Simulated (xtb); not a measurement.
C2H6AlF, singlet, at a GFN2-xTB geometry (such geometries of metal compounds can be far from the true shape), atoms displaced at random by about 0.02 Å a coordinate. Base run: xtb 6.7.1 with GFN2-xTB.

Here is a job for xtb.
```
$ xtb mol.xyz --gfn 2 --opt --json

# file mol.xyz
10

Al    -0.01961572     0.05504398    -0.02060609
C      1.83561942    -0.15990012    -0.76339943
H      2.21770765    -1.17554080    -0.65622327
H      2.51672622     0.52050171    -0.24085379
H      1.84464015     0.12092419    -1.78553661
C     -0.69315996    -0.54249168     1.69826648
H     -1.52649680    -1.28677593     1.64182428
H     -1.19632257     0.31646139     2.28124928
H     -0.01028199    -0.94339770     2.43265981
F     -1.10413763     0.68388081    -1.04634130
```

Variants of this job, named by their change:

```tsv
change	ΔE vs base (kJ/mol)	optimiser steps
base	0.00	7
opt level = tight	0.00	8
opt level = sloppy	0.03	5
opt level = vtight	0.00	9
opt level = extreme	0.00	9
opt level = lax	0.00	6
opt level = loose	0.03	5
alpb = water	[?]	8
engine = lbfgs	0.00	-
alpb = dmso	[?]	8
```

Problem. Fill in the missing entries.

Solution. 
- alpb = water, ΔE vs base (kJ/mol): -7.86
- alpb = dmso, ΔE vs base (kJ/mol): -21.84
